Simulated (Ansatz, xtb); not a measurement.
## Relative energy of two isomers of C6H4N2O2

Structure I is `O=Cc1cnc(C=O)cn1`, a singlet and structure II is `O=Cc1cncc(C=O)n1`, a singlet. Both are isolated molecules in the gas phase, relaxed with B3LYP/def2-SVP; each stands in its lowest conformer found.

I (Å):

```xyz
14

C    -2.9504   -0.9439    1.7520
C    -1.5242   -0.7134    1.3594
C    -0.5041   -0.6623    2.3273
C     1.0187   -0.3050    0.6787
C     2.4451   -0.0756    0.2861
C    -0.0015   -0.3557   -0.2891
N     0.7646   -0.4583    1.9845
N    -1.2701   -0.5598    0.0536
O    -3.3116   -1.0975    2.8930
O     2.8064    0.0768   -0.8550
H    -3.6525   -0.9604    0.8824
H    -0.7481   -0.7918    3.3863
H     3.1471   -0.0590    1.1556
H     0.2425   -0.2260   -1.3481
```

II (Å):

```xyz
14

C    -1.9692    1.0799    2.1507
C    -1.1315   -0.0210    1.5805
C    -1.5104   -1.3703    1.7128
C     0.3441   -2.0086    0.5727
C     0.7286   -0.6613    0.4369
C     1.9854   -0.2814   -0.2805
N    -0.7733   -2.3612    1.2095
N    -0.0119    0.3282    0.9422
O    -3.0008    0.8935    2.7478
O     2.7377   -1.0817   -0.7795
H    -1.5456    2.0987    1.9698
H    -2.4343   -1.6252    2.2419
H     0.9724   -2.7978    0.1474
H     2.1627    0.8222   -0.3106
```

Quicker runs give these differences E(II) − E(I): GFN2-xTB +0.18 kJ/mol; HF/STO-3G +0.54 kJ/mol (at GFN2-xTB geometries); r2SCAN-D4/def2-SVP +0.15 kJ/mol (at GFN2-xTB geometries).

Estimate E(II) − E(I) at the level CCSD(T)/def2-SVP + ΔMP2/def2-TZVPP.

CCSD(T)/def2-SVP + ΔMP2/def2-TZVPP gives E(II) − E(I) = +0.10 kJ/mol, slightly favouring structure I, which is too small a margin to settle the true order.

How the difference moves with the method:

```tsv
level	geometry	E(II) − E(I) (kJ/mol)	departure from the last row (kJ/mol)	job, with rough time for the two
GFN2-xTB	GFN2-xTB	+0.18	+0.08	optimisation, 0.46 s
HF/STO-3G	GFN2-xTB	+0.54	+0.44	single point, 2.2 s
r2SCAN-D4/def2-SVP	GFN2-xTB	+0.15	+0.05	single point, 12 s
B3LYP/def2-SVP	B3LYP/def2-SVP	+0.29	+0.19	optimisation, 2.5 min
HF/def2-SVP	B3LYP/def2-SVP	−1.13	−1.23	part of the CCSD(T) run
MP2/def2-SVP	B3LYP/def2-SVP	+2.40	+2.31	part of the CCSD(T) run
CCSD(T)/def2-SVP	B3LYP/def2-SVP	+0.63	+0.53	single point
CCSD(T)/def2-SVP + ΔMP2/def2-TZVPP	B3LYP/def2-SVP	+0.10		single point, 8.5 min
```

As drawn, both hold the same kinds of bond in the same numbers.

The largest departure from CCSD(T)/def2-SVP + ΔMP2/def2-TZVPP is that of MP2/def2-SVP, 2.31 kJ/mol. The last row adds to CCSD(T) the change of the MP2 difference between the two basis sets, here −0.53 kJ/mol.

With thermal terms from frequencies at re-optimised GFN2-xTB minima (ideal gas, soft modes damped towards free rotors, one conformer each, 298.15 K, 1 atm): on the last row, ΔE + ΔZPE = −0.05, ΔH = −0.02, ΔG = −0.87 kJ/mol.

The correlated steps freeze 10 core orbitals. Programs: Ansatz 0.2.0, xtb 6.7.1; the last row on 2 threads of Intel(R) Xeon(R) Processor @ 2.50GHz (Skylake/Cascade Lake) on a shared host.
